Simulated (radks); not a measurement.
Problem. These are the eigenvalues of the occupied orbitals of an atom or ion with whole-number occupations (hartree). All-electron calculation, Dirac Kohn-Sham, PBEsol, spin-unpolarised, spherical densities, point nucleus. Program: a radial shooting solver on a logarithmic mesh with Libxc functionals.

orbital  eigenvalue
1s1/2     -2248.265
2s1/2     -381.7234
2p1/2     -364.1489
2p3/2     -325.6926
3s1/2     -87.00922
3p1/2     -79.25837
3p3/2     -71.09769
3d3/2     -57.90869
3d5/2     -56.12551
4s1/2     -18.11254
4p1/2     -14.97742
4p3/2     -13.12306
4d3/2      -7.96712
4d5/2      -7.62877
5s1/2      -3.14865
5p1/2      -2.27456
5p3/2      -2.02883
4f5/2      -1.35118
4f7/2      -1.29979

Which element is it, and in what charge state? The configuration may be excited. Open shells, if any, are shared by 2j + 1.

Solution. Z = 70, ytterbium, charge +3: Yb3+ in [Xe] 4f13. The list shows which subshells hold electrons but not how many an open one holds; the 1s level, -2248.3 hartree, gives Z - s = 67.1 by -(Z - s)^2/2, which with screening and relativity narrows Z to a few neighbours, and the depths of the outer levels then fix element, charge and occupations together.
